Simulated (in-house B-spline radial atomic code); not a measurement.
Configurations of the sulfur ion S⁴⁺, with energies counted from [Ne] 3s2. Level of theory: non-relativistic LDA exchange-only, spin-polarised, spherical fractional occupations, point nucleus; calculated with an all-electron radial atomic-structure program (B-spline basis). Shells without spins written out take the highest spin.

Occupations are held fixed; configurations that lie above the ionisation limit could autoionise.

```csv
configuration,E - E(ref) (eV),highest orbital,its <r> (bohr)
[He] 2s2 2p5 3s2 3d1,188.25,3d up,1.592
[He] 2s2 2p5 3s2 4s1,200.51,4s up,2.967
"[He] 2s2 2p(3 up, 2 down) 3s2 4d(0 up, 1 down)",210.58,4d down,3.543
[He] 2s2 2p5 3s2 4f1,213.52,4f up,3.386
"[He] 2s(0 up, 1 down) 2p6 3s2 4s(1 up, 0 down)",251.69,4s up,2.981
"[He] 2s(1 up, 0 down) 2p6 3s2 4p(0 up, 1 down)",255.82,4p down,3.196
[He] 2s1 2p6 3s2 4d1,261.46,4d up,3.522
```

Problem. Order these further configurations by energy, lowest first.
A. [He] 2s1 2p6 3s2 4s1
B. [Ne] 3s1 4p1
C. [He] 2s1 2p6 3s2 4p1
D. [Ne] 3s1 4f1
E. [He] 2s1 2p6 3s2 4f1

Solution. B (40.997 eV), D (48.885 eV), A (251.56 eV), C (255.7 eV), E (264.52 eV).

Problem. How far above the reference does [Ne] 3s1 3d1 lie?

Solution. 26.453 eV; its least bound orbital is 3d up with <r> = 1.736 bohr.

Problem. How far above the reference does [Ne] 3s(1 up, 0 down) 3p(1 up, 0 down) lie?

Solution. 9.2679 eV; its least bound orbital is 3p up with <r> = 1.565 bohr.
